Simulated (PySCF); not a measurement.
# [In2Cl]+: breathing scan

Computed with PBE0 in PySCF with Cl def2-TZVP, In def2-TZVP with ECP28; scalar-relativistic core potentials, no spin–orbit coupling; density-fitted integrals.

Rigid scan from the singlet minimum (Cl–In 2.654 Å (×2); In–Cl–In 180.0°). Coordinate: all bonds to the central atom scaled together. Energies in kJ/mol from the minimum.

```csv
scale of all bonds to the centre,E (kJ/mol)
0.88,72.6
0.92,27.8
0.96,6.0
1.00,0.0
1.04,4.6
1.08,16.1
1.14,41.1
1.22,81.4
1.35,148.9
```

At long bonds a restricted determinant can lie too high, and another spin state can fall below this curve.
